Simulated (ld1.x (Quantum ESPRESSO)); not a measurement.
**What one change does to a pseudopotential (P, RRKJ)**

```json
{
  "Element": "phosphorus (P)",
  "Generator": "ld1.x (Quantum ESPRESSO) 7.5",
  "Type": "norm-conserving RRKJ (Kleinman–Bylander form)",
  "Functional": "PBE",
  "Relativity": "scalar-relativistic",
  "Frozen core": "[Ne]",
  "Valence charge": "5",
  "Reference configuration": "3s2 3p2 (charge +1)",
  "Partial waves": "3s (bound): rc 1.35 bohr; 3p (bound): rc 1.45 bohr",
  "Local potential": "all-electron potential smoothed inside 1.40 bohr (lloc = -1)",
  "Core correction": "none"
}
```

All-electron outer shells of the reference configuration (PBE, scalar-relativistic, ld1.x):

```
shell  level (eV)  outermost node (bohr)  outermost maximum (bohr)
   3s      -23.29                   0.65                      1.56
   3p      -14.22                   0.64                      1.76
```

Change: all radii scaled by about 0.96 (s 1.30, p 1.40 bohr); local potential all-electron potential smoothed inside 1.36 bohr (lloc = -1).

Cutoffs: the cutoffs (Ry, on a coarse ladder) from which the occupation-weighted sum of valence levels, in a spherical-Bessel basis at the reference potential, stays within 10 and 1 mRy of its value at 400 Ry; they do not see the model core or the augmentation charge, which bear on the density cutoff. Errors are all-electron minus pseudo energies relative to the spin-unpolarised reference configuration.

**Question.** What does the change do?

**Answer.** The potential gets harder (18 Ry and 40 Ry → 35 Ry and 50 Ry); of the 7 tests that both files solve, the error grows in 5 and shrinks in 0 by more than 15 % and 0.3 meV (median size 3.0 → 3.5 meV); neither file shows a bound ghost. A smaller radius makes the pseudo-wave follow the all-electron one further in, where it bends more sharply, so more plane waves are needed. That the errors move this way runs against the usual rule that smaller radii transfer better.

| quantity | base | changed |
| --- | --- | --- |
| cutoff, loose | 18 Ry | 35 Ry |
| cutoff, tight | 40 Ry | 50 Ry |
| bound ghosts | none | none |
| error for 3s2 3p3, meV [ΔE -9.73 eV] | +3.0 | +3.5 |
| error for 3s2 3p1, meV [ΔE 19.15 eV] | +5.7 | +7.3 |
| error for 3s2 3p0, meV [ΔE 48.89 eV] | +39 | +49 |
| error for 3s2 3p2.5, meV [ΔE -5.95 eV] | +1.1 | +1.3 |
| error for 3s1 3p4, meV [ΔE -1.20 eV] | -0.5 | +1.9 |
| error for 3s2 3p3.3, meV [ΔE -11.04 eV] | +4.0 | +4.7 |
| error for 3s0 3p5, meV [ΔE 7.47 eV] | -2.0 | +2.2 |
